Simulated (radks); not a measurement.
I18+, 35 electrons, occupied as [Ar] 3d10 4s2 4p5. Method: Dirac Kohn-Sham, PBE, spin-unpolarised, spherical densities, point nucleus; open shells are shared between the two j in proportion to 2j + 1; speed of light set to 685.18 atomic units (5 times the physical value, a model run); computed with a radial shooting solver on a logarithmic mesh with Libxc functionals.

Spin-orbit splittings of the eigenvalues, e(l+1/2) - e(l-1/2), with zeta = 2 splitting/(2l+1) and mean radii in bohr:

shell  occ.  splitting (eV)  zeta (eV)  <r> j=l-1/2  <r> j=l+1/2
2p        6           10.94      7.290       0.1048       0.1050
3p        6               ?          ?       0.3146       0.3150
3d       10          0.4885     0.1954       0.2845       0.2846
4p        5          0.5328     0.3552       0.7111       0.7117

Estimate the 3p splitting.

Answer. 2.084 eV (zeta = 1.389 eV).
